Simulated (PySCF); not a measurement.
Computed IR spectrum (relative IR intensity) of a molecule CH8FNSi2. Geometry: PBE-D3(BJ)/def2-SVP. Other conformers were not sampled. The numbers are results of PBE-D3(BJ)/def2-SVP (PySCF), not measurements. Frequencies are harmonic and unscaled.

Lines under 2 % of the strongest are left out, and lines within 2 cm⁻¹ are merged.

ν (cm⁻¹): 173 (vw), 233 (vw), 273 (w), 440 (s), 457 (vw), 633 (w), 681 (m), 717 (w), 746 (w), 778 (m), 806 (w), 832 (m), 835 (m), 884 (s), 919 (vw), 925 (m), 947 (m), 1026 (vs), 1499 (w), 2104 (s), 2153 (m), 2173 (m), 2182 (m), 3473 (w), 3565 (w) (against the strongest line: vs over 80 %, s over 45 %, m over 15 %, w over 4 %, vw less)

Task: Pick the molecule that these values belong to.
(A) N[SiH2]C[SiH2]F
(B) FC[SiH2]N[SiH3]
(C) C[Si@@H](F)[SiH2]N
(D) CN([SiH3])[SiH2]F

Result: A, N[SiH2]C[SiH2]F
